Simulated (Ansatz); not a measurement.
The input (input.yaml):

```yaml
crystal:
  periodic: [false, false, false]
  atoms:
    - { symbol: C, position_ang: [0.921304, -1.648055, 0.334337] }
    - { symbol: C, position_ang: [0.717502, -0.44814, -0.604495] }
    - { symbol: C, position_ang: [-0.097906, 0.739613, 0.00891] }
    - { symbol: Si, position_ang: [-1.946597, 0.476205, 0.034315] }
    - { symbol: C, position_ang: [0.519201, 1.792725, 0.551959] }
    - { symbol: F, position_ang: [-0.229645, 2.820401, 1.087301] }
    - { symbol: Cl, position_ang: [2.303109, 2.024318, 0.404274] }
    - { symbol: H, position_ang: [0.003756, -1.968444, 0.861827] }
    - { symbol: H, position_ang: [1.671474, -1.534476, 1.084686] }
    - { symbol: H, position_ang: [1.15539, -2.361689, -0.441662] }
    - { symbol: H, position_ang: [1.677203, -0.069615, -0.883119] }
    - { symbol: H, position_ang: [0.243981, -0.860442, -1.502288] }
    - { symbol: H, position_ang: [-2.717757, 1.431022, -0.717459] }
    - { symbol: H, position_ang: [-2.120541, -0.750089, -0.623604] }
    - { symbol: H, position_ang: [-2.415959, 0.421685, 1.385249] }
basis:
  gaussian: { orbitals: STO-3G }
hamiltonian:
  xc: pbe0
md:
  timestep: 0.5
  n_steps: 342
  ensemble: nve
  temperature: 300.0
  initial_velocities: maxwell_boltzmann
  seed: 21911
scf:
  lower_state_search: "off"
```

Command:

```bash
$ ansatz run input.yaml --threads 1 --pin off --max-ram 2048MiB --backend cpu --events-out ev --progress --plain --runs-dir out
```

Hardware: 1 thread of Arm Neoverse V1 (shared host).

Roughly how long does this run take, and how much memory?

20 min, with a peak of 0.23 GiB, for 343 ionic steps.
